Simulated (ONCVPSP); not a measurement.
**Cutoff test, thallium (Tl), ONCV**

Tl, optimised norm-conserving Vanderbilt (ONCV), made with ONCVPSP 4.0.1 (PBE, scalar-relativistic). Core [Kr] 4d10 4f14, reference 5s2 5p6 5d10 6s2 6p1. Waves: 5s+6s: rc 1.20 bohr, ncon 3, nbas 7, qcut 8.6 1/bohr, 2 projectors; 5p+6p: rc 1.30 bohr, ncon 4, nbas 8, qcut 8.5 1/bohr, 2 projectors; 5d: rc 2.00 bohr, ncon 3, nbas 8, qcut 6.9 1/bohr, 3 projectors, debl 3.8 Ha. Local part: polynomial inside 0.80 bohr (lpopt 5, dvloc0 3 Ha). Core correction: Teter function, fcfact 4.25, rcfact 1.75.

Question: For each optimised wave give the share of its norm inside rc, the residual kinetic energy above qcut (Ha) and the cutoffs (Ha) for errors of 10, 1, 0.1 and 0.01 mHa per electron.

Answer:

| wave | norm inside rc | residual KE | 10 mHa | 1 mHa | 0.1 mHa | 0.01 mHa |
| --- | --- | --- | --- | --- | --- | --- |
| 5s | 0.874 | 1.3e-04 | 26.3 | 32.0 | 40.8 | 139.7 |
| 6s | 0.048 | 6.9e-05 | 23.1 | 30.4 | 36.1 | 74.7 |
| 5p | 0.824 | 2.6e-04 | 22.7 | 31.6 | 70.3 | 122.9 |
| 6p | 0.022 | 4.1e-05 | 9.6 | 23.9 | 33.1 | 53.7 |
| 5d | 0.870 | 7.2e-06 | 15.3 | 18.5 | 21.1 | 23.8 |
| d projector 2 | 0.132 | 4.9e-05 | 16.2 | 19.9 | 23.0 | 44.3 |
| d projector 3 | 0.101 | 1.3e-03 | 19.8 | 24.1 | 39.3 | 92.2 |

The occupied waves need 32 Ha and 70 Ha for 1 and 0.1 mHa. Note: ghosts flagged at negative energy: s at -114.2 eV; GHOST(+) flagged for d at 153.7 eV, p at 256.1 eV. A true bound ghost makes a file unfit for plane-wave use. 1 of 4 tests not solved or not reliable.
